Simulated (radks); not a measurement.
Values are calculated unless marked as measured or tabulated.
Mn V, configuration [Ar] 3d3 (the NIST ground configuration). Level of theory: non-relativistic Kohn-Sham, XLYP, spin-polarised, spherical densities, point nucleus; open shells are filled with parallel spins first (a radial shooting solver on a logarithmic mesh with Libxc functionals).

Local quantities along the radius. ELF = 1/(1 + alpha^2) is the electron localisation function; alpha = (tau - tau_W)/tau_unif compares the Pauli kinetic energy density with that of the uniform gas (summed over spins).

```
   r/bohr * ELF (the largest magnitude, 1, reaches the edge; | marks zero)
 0.004107 |                                                      *
 0.005221 |                                                      *
 0.006637 |                                                      *
  0.00837 |                                                      *
  0.01064 |                                                      *
  0.01353 |                                                      *
  0.01706 |                                                      *
  0.02169 |                                                      *
  0.02757 |                                                      *
  0.03505 |                                                     *
   0.0442 |                                                   *
  0.05618 |                                           *
  0.07142 |                           *
  0.09007 |               *
   0.1145 |                 *
   0.1456 |                              *
   0.1851 |                                          *
   0.2334 |                                             *
   0.2967 |                                      *
   0.3771 |              *
   0.4756 |         *
   0.6046 |                              *
   0.7686 |                                           *
   0.9771 |                                           *
    1.232 |                                   *
    1.567 |                *
    1.991 |   *
    2.511 *
    3.193 *
```

On this mesh the ELF has minima near r = 0.10, 0.43 bohr, which separate the shells, and maxima near 0.23 (0.83), 0.87 (0.82).
